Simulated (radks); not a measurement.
The numbers below are computed, except where a source is named.
Problem. Coherent X-ray form factor from a spherical all-electron density. Level of theory: scalar-relativistic Kohn-Sham, SCAN, spin-unpolarised, spherical densities, finite nucleus; meta-GGA in the generalised Kohn-Sham scheme; Fermi nuclear charge, rms radius of each element as measured or else 0.836 A^(1/3) + 0.57 fm (a radial shooting solver on a logarithmic mesh with Libxc functionals).

sin(theta)/lambda (1/angstrom)  f0 (electrons)
0.05                                    22.592
0.1                                     21.492
0.15                                    19.974
0.2                                     18.286
0.25                                    16.594
0.3                                     14.993
0.4                                     12.247
0.5                                     10.197
0.6                                      8.768
0.8                                      7.119
1                                        6.167
1.25                                     5.171
1.5                                      4.222
2                                        2.726

The species is in the configuration that NIST lists as its ground one. Which atom or ion scatters so?

Solution. The chromium ion Cr+, [Ar] 3d5. Extrapolating in s^2 from the first two rows gives f0(0) = 23.0, near the electron count 23; among species with that count, the fall with angle is slower the higher Z, and the table is that of Z = 24; from so few rows the species is fixed only to a neighbour or two.
